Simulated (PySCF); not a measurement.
## Magnetisability: `C=CB(O)SC`, C3H7BOS

Cartesian coordinates in Å; atom numbers follow the order of the lines, from 1:
```xyz
13

C    -2.4894   -0.5827   -0.8458
C    -1.1899   -0.8556   -0.9086
B    -0.0764   -0.1147   -0.0944
O    -0.3032    0.8505    0.8190
S     1.6411   -0.5717   -0.3969
C     2.5249    0.5357    0.7521
H    -3.2261   -1.1150   -1.4260
H    -2.8835    0.1951   -0.2068
H    -0.8727   -1.6480   -1.5758
H    -1.2195    1.0834    0.9660
H     2.2105    1.5582    0.5736
H     3.5847    0.4204    0.5541
H     2.2952    0.2449    1.7718
```

Method used: GIAO BHandHLYP/pcSseg-1 magnetisability, rotational g tensor and spin-rotation constants, non-relativistic, gas phase (PySCF). Geometry: GFN2-xTB.

Task: What are the magnetisability and the molar susceptibility?

Result: Isotropic -1099 × 10⁻³⁰ J/T², or -66.2 × 10⁻⁶ cm³/mol; principal values -1268, -1081, -947 × 10⁻³⁰ J/T², anisotropy 280 × 10⁻³⁰ J/T² (root of half the summed squared differences of the principal values). The susceptibility is in cgs units.

Task: Split it along the inertial axes a, b, c into diamagnetic and paramagnetic parts about the centre of mass, with the quadrupole moment.

Result: 
```csv
axis,χ (10⁻⁶ cm³/mol),diamagnetic (10⁻⁶ cm³/mol),paramagnetic (10⁻⁶ cm³/mol),summed x² of all electrons (Å²),quadrupole Θ (D Å)
a,-63.5,-269.5,206.0,185.0,+8.05
b,-58.6,-832.9,774.3,52.2,-1.71
c,-76.4,-1006.4,930.1,11.3,-6.34
```
Anisotropies 2χaa − χbb − χcc = +8.0 and 2χbb − χaa − χcc = +22.7 × 10⁻⁶ cm³/mol. Θ is traceless in Buckingham's convention.

Task: And the rotational g tensor?

Result: 
| axis | rotational constant (GHz) | g | nuclear part | electronic part |
| --- | --- | --- | --- | --- |
| a | 6.5468 | -0.0495 | 0.5840 | -0.6336 |
| b | 1.6482 | -0.0118 | 0.5877 | -0.5996 |
| c | 1.3280 | +0.0033 | 0.5835 | -0.5803 |

Asymmetric top; isotopes 11B, 12C, 1H, 16O, 32S; no vibrational averaging.
